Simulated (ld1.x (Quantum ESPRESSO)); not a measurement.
## Ranking TM potentials for manganese (Mn)

All share these settings but for the change named:

```json
{
 "Element": "manganese (Mn)",
 "Generator": "ld1.x (Quantum ESPRESSO) 7.5",
 "Type": "norm-conserving Troullier–Martins (Kleinman–Bylander form)",
 "Functional": "PBE",
 "Relativity": "fully relativistic",
 "Frozen core": "[Ar]",
 "Valence charge": "7",
 "Reference configuration": "3d5 4s2 4p0",
 "Partial waves": "4p (bound, empty): rc 3.30 bohr; 3d (bound): rc 2.05 bohr; 4s (bound): rc 1.90 bohr",
 "Local potential": "the s channel",
 "Core correction": "none"
}
```

Open shells are filled in proportion to 2j + 1 (rel_dist='average').

Test errors are all-electron minus pseudo excitation energies from the reference, over 3d5 4s1 4p0; 3d5 4s0 4p0; 3d4 4s0 4p0; 3d6 4s1 4p0; 3d5 4s1 4p1; 3d4 4s2 4p1; 3d6 4s0 4p0. None of these files shows a bound ghost.

The base gives 133.6 meV.

Of 12 variants that were run, those that failed, showed a ghost or another fault, or gave nearly equal values are left out.

A variant can come out equal or close to the base, since the largest error may sit in a test that the change hardly touches while other tests move.

Rank these variants by their largest absolute test error, smallest first.
A. functional PBEsol
B. wave 4p (bound): rc 3.30 bohr becomes 4p (bound): rc 4.18 bohr
C. core correction a·sin(br)/r model core inside 1.58 bohr
D. wave 3d (bound): rc 2.05 bohr becomes 3d (bound): rc 1.80 bohr

B (118.5 meV), A (140.9 meV), D (222.0 meV), C (353.4 meV).
